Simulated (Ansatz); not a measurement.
A set of 12 reactions (ligand exchange), with CCSD(T)/CBS values in kJ/mol:

```tsv
reaction	ΔE
`C[NH][Zr]([F])([F])[F]` + `CC(C)N` → `CC(C)[NH][Zr]([F])([F])[F]` + CH₃NH₂	-7.7
`[BH2][GeH2][SiH2]C` + H–F → `[BH2][GeH2][F]` + `C[SiH3]`	-24.8
`C[N](C)[Y]([F])[N](C)C` + NH₃ → `C[N](C)[Y]([NH2])[F]` + `CNC`	-1.2
`C[CH2][In]([OH])[F]` + `CNC` → `C[N](C)[In]([OH])[F]` + `CC`	-23.0
`C/C(F)=N/[SiH3]` + `OC(S)S` → `OC(S)S[SiH3]` + `CC(=N)F`	-9.9
`CC(O)[SiH2]O` + `OCO` → `OCO[SiH2]O` + `CCO`	-125.6
`CN([SiH3])[SiH2]F` + `OCF` → `FCO[SiH2]F` + `CN[SiH3]`	-21.7
`[BH2][GeH2][SiH2]C` + PH₃ → `C[SiH2][GeH2][PH2]` + BH₃	-24.6
`[F][Hf]([Cl])([Cl])[Br]` + `CC(C)N` → `CC(C)[NH][Hf]([F])([Cl])[Cl]` + HBr	76.7
`FC([SiH3])I` + `[OH][Sn][Cl]` → `[SiH3][O][Sn][Cl]` + `FCI`	-125.2
`N[SiH2]CBO` + `NCN` → `NCN[SiH2]N` + `CBO`	-54.8
`BN([SiH2][SiH3])[SiH2]Cl` + `[SH][GaH2]` → `[SiH3][SiH2][S][GaH2]` + `BN[SiH2]Cl`	-20.9
```

Program: Ansatz. Geometries: PBE0-D4/def2-TZVP. ΔE: electronic, gas phase. CCSD(T)/CBS is the MP2 limit (def2-TZVPP, def2-QZVPP) plus CCSD(T) − MP2 in def2-TZVPP, frozen cores. This one scheme is used for every species. Functionals use def2-TZVPP. B3LYP here is the variant with VWN-RPA as its local correlation; programs differ in this. Elements past krypton have def2 core potentials. For Br, Ga, Ge, Hf, I, In, Sn, Y, Zr outer-core shells are correlated without core-valence functions, which leaves a few kJ/mol of doubt a bond. Scalar relativity is left out up to krypton. Each species was taken in one conformer, which may not be the lowest.

Q: Give the mean, mean absolute and largest difference (level minus CCSD(T)/CBS, kJ/mol) for: PBE0-D4, B3LYP-D4, B2PLYP, PBE, r2SCAN, B3LYP, HF/def2-TZVPP, MP2/def2-TZVPP, SCS-MP2/def2-TZVPP, CCSD(T)/def2-TZVPP, HF/def2-QZVPP, SCS-MP2/def2-QZVPP, MP2/CBS(def2), CCSD/CBS(def2). (Best estimate.)

A: The calculation gave: 
| level | mean | mean absolute | largest |
| --- | --- | --- | --- |
| PBE0-D4 | 2.3 | 4.0 | 7.4 |
| B3LYP-D4 | -1.2 | 3.6 | -12.2 |
| B2PLYP | -2.0 | 5.3 | -18.9 |
| PBE | 4.1 | 6.4 | 15.5 |
| r2SCAN | 0.4 | 3.7 | -8.9 |
| B3LYP | -1.4 | 7.6 | -23.4 |
| HF/def2-TZVPP | -8.7 | 16.7 | -48.5 |
| MP2/def2-TZVPP | -1.3 | 2.9 | -6.6 |
| SCS-MP2/def2-TZVPP | -3.1 | 4.9 | -17.5 |
| CCSD(T)/def2-TZVPP | -0.5 | 2.3 | -5.7 |
| HF/def2-QZVPP | -9.0 | 17.4 | -51.1 |
| SCS-MP2/def2-QZVPP | -3.0 | 4.3 | -15.8 |
| MP2/CBS(def2) | -0.7 | 2.0 | -6.5 |
| CCSD/CBS(def2) | -1.0 | 2.3 | -4.9 |

The largest T1 diagnostic in the set is 0.017, for `[OH][Sn][Cl]` (customary mark 0.02).

CCSD(T)/CBS is a level of theory with its own doubt, and the functionals carry their triple-zeta basis error, so these figures describe this set and don't rank the functionals.
